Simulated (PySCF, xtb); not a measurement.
C₂H₆N, SMILES C=[NH+]C, charge +1.

GFN2-xTB (xtb) at its own geometry gives an orbital gap of 4.33 eV.

The structure is a stationary point at B3LYP-D3(BJ)/def2-TZVP. The isomer is the one that the SMILES or the coordinates give; other isomers of the formula were not compared.

Problem. What does PBE/def2-TZVPD in PySCF give? (The exact figures need the calculation; the answer reports its results.)

Solution. gap 5.77 eV (levels -14.73 and -8.96 eV).
